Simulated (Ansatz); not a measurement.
A nudged elastic band was laid between two geometries of CH$_{5}$B$_{2}$Cl (9 atoms, charge 0, multiplicity 1).

Computed with RKS PBE-D4/def2-SVPD in Ansatz 0.2.0.

```json
{
  "movable images": "5",
  "climbing image": "yes",
  "spring": "5.0 eV/Å²",
  "optimiser": "quadratic models (default)",
  "start path": "IDPP",
  "force threshold": "0.05 eV/Å",
  "iteration limit": "60",
  "end points": "relaxed"
}
```

Image 0:

```xyz
9
Properties=species:S:1:pos:R:3
B -0.655 1.150 0.046
C 0.117 -0.064 0.651
B 0.565 -0.950 -0.550
Cl -0.176 -2.530 -0.840
H -0.084 1.927 -0.692
H -1.833 1.317 0.281
H 1.083 0.367 1.011
H -0.419 -0.614 1.444
H 1.402 -0.603 -1.351
```

Image 6:

```xyz
9
Properties=species:S:1:pos:R:3
B -0.438 1.249 -0.017
C 0.274 0.006 0.605
B 0.120 -1.156 -0.421
Cl 1.513 -1.751 -1.335
H 0.186 2.251 -0.293
H -1.628 1.211 -0.253
H 1.311 0.181 0.941
H -0.397 -0.309 1.441
H -0.941 -1.682 -0.668
```

(1) What changes between the two ends?

(2) What energy profile does the band end with?

(3) What is the geometry of the highest image?

(4) What are the harmonic wavenumbers there?

Answers

(1) No bond is made or broken. The dihedral H8–C2–B3–Cl4 goes from 19 to -141°. The two ends are copies of one structure, up to a mirror image or an exchange of like atoms.

(2) It converged. The highest image is number 3 of 0 to 6, 0.131 eV above the ends, which have the same energy within 2 meV. A vibrational analysis at the climbing image gives one clearly imaginary mode, 128i cm⁻¹: a first-order saddle point.

```csv
image,path coordinate (Å),energy (eV),dihedral H8–C2–B3–Cl4 (°)
0,0.00,0.000,19
1,0.72,0.027,-3
2,1.44,0.091,-28
3,2.16,0.131,-57
4,2.88,0.090,-86
5,3.60,0.026,-114
6,4.32,0.000,-141
```

(3) 
```xyz
9
Properties=species:S:1:pos:R:3:forces:R:3
B -0.489 1.296 0.045 0.00 -0.01 -0.01
C 0.065 -0.031 0.626 0.00 0.00 0.03
B 0.327 -0.991 -0.594 0.01 -0.01 0.00
Cl 0.972 -2.618 -0.318 -0.01 0.01 0.00
H 0.265 2.181 -0.304 0.00 0.00 0.00
H -1.680 1.438 -0.146 0.00 0.00 0.00
H 1.041 0.043 1.156 0.00 0.00 -0.01
H -0.627 -0.591 1.294 0.00 0.00 -0.01
H 0.128 -0.726 -1.760 0.00 0.00 0.00
```

(4) 128i, 120, 204, 306, 515, 677, 749, 907, 918, 921, 998, 1040, 1052, 1155, 1207, 1321, 2510, 2570, 2594, 2953, 3005 cm⁻¹.

Time of the run: 27 s on 2 threads of Intel(R) Xeon(R) 6975P-C (Granite Rapids) (shared host), peak memory 0.17 GiB.
